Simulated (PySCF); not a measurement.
## Correlation energy of Cd (cadmium, neutral)

Starting occupation: [Kr] 4d10 5s2. All numbers are calculated (PySCF 2.14, X2C-1e with screened-nucleus spin-orbit coupling, Gaussian nucleus, in x2c-TZVPPall-2c with one added diffuse shell each of s, p, d, f type (9s10p8d3f1g, 109 functions)). Frozen: [Ar] 3d10; 20 electrons correlated; the 8 highest virtual spinors left out.

MP2 pair energies summed by pair of shells (mhartree):

| pair | energy | share (%) |
| --- | --- | --- |
| 4d3/2-4d5/2 | -175.10 | 23.3 |
| 4d5/2-4d5/2 | -125.22 | 16.6 |
| 4d5/2-4p3/2 | -71.43 | 9.5 |
| 4d3/2-4d3/2 | -54.61 | 7.3 |
| 4d3/2-4p3/2 | -47.82 | 6.4 |
| 4d5/2-5s1/2 | -46.32 | 6.2 |
| 4d5/2-4p1/2 | -34.83 | 4.6 |
| 4d3/2-5s1/2 | -30.22 | 4.0 |
| 4d3/2-4p1/2 | -23.96 | 3.2 |
| 4p3/2-4p3/2 | -22.62 | 3.0 |
| 4p1/2-4p3/2 | -21.60 | 2.9 |
| 5s1/2-5s1/2 | -21.27 | 2.8 |
| 4d5/2-4s1/2 | -20.87 | 2.8 |
| 4p3/2-4s1/2 | -16.02 | 2.1 |
| 4d3/2-4s1/2 | -14.05 | 1.9 |
| 4p1/2-4s1/2 | -8.10 | 1.1 |
| 4p1/2-4p1/2 | -6.04 | 0.8 |
| 4p3/2-5s1/2 | -5.21 | 0.7 |
| 4s1/2-4s1/2 | -4.16 | 0.6 |
| 4p1/2-5s1/2 | -2.34 | 0.3 |
| 4s1/2-5s1/2 | -0.77 | 0.1 |

Total MP2 correlation energy: -752.55 mhartree.

The virtual space was cut to 88 spinors, which keep -723.42 of the -752.55 mhartree of MP2 correlation.

```tsv
level	correlation energy (mhartree)
CCSD	-684.15
(T)	-19.96
CCSD(T)	-704.11
```

Diagnostics: T1 = 0.015, largest double amplitude 0.104.

Cost of the coupled-cluster step: 570 s of wall time on 4 threads of Neoverse-V2 (shared host), for 20 occupied and 88 virtual spinors.

Iterations:

```
Init t2, MP2 energy = -0.723417812843481
CCSD nocc = 20, nmo = 108
Init t2, MP2 energy = -0.723417812843481
Init E_corr(GCCSD) = -0.723417812843481
cycle = 1  E_corr(GCCSD) = -0.663756510354898  dE = 0.0596613025  norm(t1,t2) = 0.098246
cycle = 2  E_corr(GCCSD) = -0.685389952053116  dE = -0.0216334417  norm(t1,t2) = 0.0256836
cycle = 3  E_corr(GCCSD) = -0.682875351635587  dE = 0.00251460042  norm(t1,t2) = 0.0110307
cycle = 4  E_corr(GCCSD) = -0.684073649007111  dE = -0.00119829737  norm(t1,t2) = 0.00412714
cycle = 5  E_corr(GCCSD) = -0.684175307511854  dE = -0.000101658505  norm(t1,t2) = 0.000324694
cycle = 6  E_corr(GCCSD) = -0.684152589628104  dE = 2.27178837e-05  norm(t1,t2) = 9.75222e-05
cycle = 7  E_corr(GCCSD) = -0.684150001521336  dE = 2.58810677e-06  norm(t1,t2) = 1.33627e-05
cycle = 8  E_corr(GCCSD) = -0.684151440601423  dE = -1.43908009e-06  norm(t1,t2) = 4.30111e-06
cycle = 9  E_corr(GCCSD) = -0.684151086529843  dE = 3.5407158e-07  norm(t1,t2) = 1.088e-06
cycle = 10  E_corr(GCCSD) = -0.684151080418376  dE = 6.11146755e-09  norm(t1,t2) = 2.51534e-07
GCCSD converged
E(GCCSD) = -5592.584339459236  E_corr = -0.6841510804183759
```

The coupled-cluster values are those of the cut space; adding the MP2 remainder, -29.13 mhartree, estimates the full space.

This basis was not built for core-valence correlation, so the inner-shell part is incomplete.
